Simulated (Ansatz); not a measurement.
```xyz
10

O    -0.952   -1.399    1.960
B    -0.549   -0.740    0.843
O    -1.012   -0.906   -0.417
Te    1.022    0.732    1.197
C     1.169    1.363   -0.880
F     0.034    1.878   -1.348
F     1.528    0.376   -1.698
F     2.108    2.315   -0.961
H    -1.643   -2.055    1.838
H    -1.704   -1.563   -0.535
```

The species carries charge 0 and has multiplicity 1. Te: def2 effective core potential.

List the PBE0/def2-TZVPP orbital energies in eV (Ansatz 0.2.0). (An estimate is asked.)

Ansatz gave: Occupied: -674.94, -674.90, -674.90, -523.79, -523.75, -285.10, -186.84, -171.97, -120.99, -120.82, -120.67, -44.17, -44.13, -43.98, -43.84, -43.83, -36.78, -34.30, -34.28, -29.96, -29.09, -20.09, -18.35, -16.79, -16.67, -16.64, -16.32, -14.80, -13.32, -13.31, -13.04, -12.29, -12.27, -11.94, -11.66, -10.70, -10.16, -9.43, -8.61, -6.66. Lowest empty: -0.93, -0.23, 0.55, 1.48, 1.60, 2.08, 3.20, 3.33.
